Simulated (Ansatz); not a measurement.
Stretching the In1–H2 bond in H3In (SMILES [InH3]) (multiplicity 1 held, fragments rigid). Energies count from the point at 1.731 Å.
Geometry at that point (charge 0, multiplicity 1):
```xyz
4

In     0.00000     0.00000     0.00000
H      0.68665    -0.47438     1.51602
H     -0.39135     1.66044    -0.29091
H     -0.29530    -1.18606    -1.22511
```

Restricted levels (R-, RO-) in cc, def2 and unpolarised 6-31G sets keep to the state of the molecule at rest. Active spaces are followed from a long bond inwards. Full CI gives the lowest state of the spin. Levels need not reach the same state.

Cores are frozen in the correlated methods. Filled d and f shells under p-block atoms count as core.

The values were computed with Ansatz (an electronic-structure program).  In def2 rows elements past Kr take small-core potentials, without spin–orbit coupling.

Energies in kJ/mol.

| R (Å) | R-SCS-MP2/def2-SVP | R-CCSDT(Q)/def2-SVP | CASSCF(2,2)/def2-SVP | FIC-MRCISD+Q on CASSCF(2,2)/def2-SVP | FCI/def2-SVP |
|---|---|---|---|---|---|
| 1.384 | 127 | 129 | 134 | 129 | 129 |
| 1.558 | 27 | 28 | 31 | 28 | 28 |
| 1.731 | 0 | 0 | 0 | 0 | 0 |
| 1.904 | 12 | 10 | 7 | 10 | 10 |
| 2.077 | 43 | 38 | 32 | 39 | 38 |
| 2.336 | 104 | 94 | 83 | 95 | 94 |
| 2.596 | 169 | 149 | 135 | 150 | 149 |
| 3.028 | 263 | 221 | 203 | 222 | 221 |
| 3.461 | 334 | 264 | 244 | 265 | 264 |
| 3.980 | 387 | 286 | 265 | 287 | 286 |
| 4.673 | 411 | 293 | 273 | 295 | 294 |
| 5.538 | 381 | 295 | 275 | 297 | 296 |

Doubts at one or more of the structures used: a restricted determinant that unrestricted orbitals would lower (R-SCS-MP2/def2-SVP, R-CCSDT(Q)/def2-SVP); other coupled-cluster roots lie near (R-CCSDT(Q)/def2-SVP); T1 above 0.05 (R-CCSDT(Q)/def2-SVP).
